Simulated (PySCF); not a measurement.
Relaxation of singlet GaOF

Method: PBE0 in PySCF with Ga def2-TZVP, O def2-TZVP, F def2-TZVP; no relativity; density-fitted integrals. A (50,194) grid was used.

A hand-made bent start, of Cs symmetry, held to at least that symmetry:

```xyz
3
charge 0 multiplicity 1, angstrom
Ga   -0.0622    0.0000   -0.3507
O    -1.4875    0.0000    0.6473
F     1.4778    0.0000    0.7276
```

Q: What forces act on the atoms at the start (eV/Å)?

A: 
```json
{"atom": "Ga1", "Fx": "0.70", "Fy": "0.00", "Fz": "4.10"}
{"atom": "O2", "Fx": "0.62", "Fy": "0.00", "Fz": "-1.86"}
{"atom": "F3", "Fx": "-1.32", "Fy": "0.00", "Fz": "-2.24"}
```

Q: What does it relax to?

A: It ends at C∞v with Ga–F 1.711 Å, Ga–O 1.642 Å; F–Ga–O 180.0°. No frequency check is given, so it may be a saddle point.

Q: How much energy is released, and in how many steps?

A: 159.4 kJ/mol in 8 steps.
